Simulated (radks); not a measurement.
Results of a calculation; reference values are marked as such.
Q: These are the eigenvalues of the occupied orbitals of an atom or ion with whole-number occupations (eV). Code: a radial shooting solver on a logarithmic mesh with Libxc functionals. Model: scalar-relativistic Kohn-Sham, PBE, spin-polarised, spherical densities, finite nucleus; Fermi nuclear charge, rms radius of each element as measured or else 0.836 A^(1/3) + 0.57 fm.

orbital  eigenvalue
1s up     -46686.23
1s down   -46686.13
2s up     -8951.595
2s down   -8941.047
2p up     -8176.228
2p down   -8168.124
3s up     -3070.579
3s down   -3058.977
3p up     -2827.638
3p down   -2815.739
3d up     -2518.983
3d down   -2504.236

Which element is it, and in what charge state? The configuration may be excited. Open shells, if any, are filled with parallel spins first.

A: Z = 61, promethium, charge +36: Pm36+ in [Ar] 3d7. The list shows which subshells hold electrons but not how many an open one holds; the 1s level, -1715.7 hartree, gives Z - s = 58.6 by -(Z - s)^2/2, which with screening and relativity narrows Z to a few neighbours, and the depths of the outer levels then fix element, charge and occupations together.
